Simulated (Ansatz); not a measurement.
zinc atom (Zn), singlet.

The Ansatz (a program for electronic structure) input:
Ansatz 0.2 input:
```yaml
crystal:
  periodic: [false, false, false]
  atoms:
    - {symbol: Zn, position_ang: [0.00000000, 0.00000000, 0.00000000]}
basis:
  gaussian:
    orbitals: def2-SVP
hamiltonian:
  xc: pbe0
```

Predict the number of basis functions from PBE0/def2-SVP (Ansatz).

31

What total energy does PBE0/def2-SVP give?

-1778.8809 Eh
